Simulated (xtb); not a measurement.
xtb input:

```bash
xtb mol.xyz --gfn 2 --ohess tight --chrg -1 --uhf 0
```
mol.xyz:
```
11

C     -2.13874172     0.34418033    -0.32843340
C     -0.70465484     0.22152186    -0.18178179
C      0.05393798    -0.57519376     0.62428978
C      1.41644978    -0.34252445     0.57541604
C      1.73371993     0.64050763    -0.38949198
S      0.36082302     1.25977267    -1.03548940
H     -2.66090788    -0.39296508     0.28081950
H     -2.45722015     0.13131242    -1.35883780
H     -0.41900591    -1.30554280     1.31228714
H      2.16327879    -0.90796679     1.08930024
H      2.68606285     1.01932300    -0.61338668
```

Question: What final total energy does it print?

Answer: -16.63542 Eh (GFN2-xTB).

It need not be the lowest isomer of its formula. Whether it binds its extra electron was not tested at this geometry.
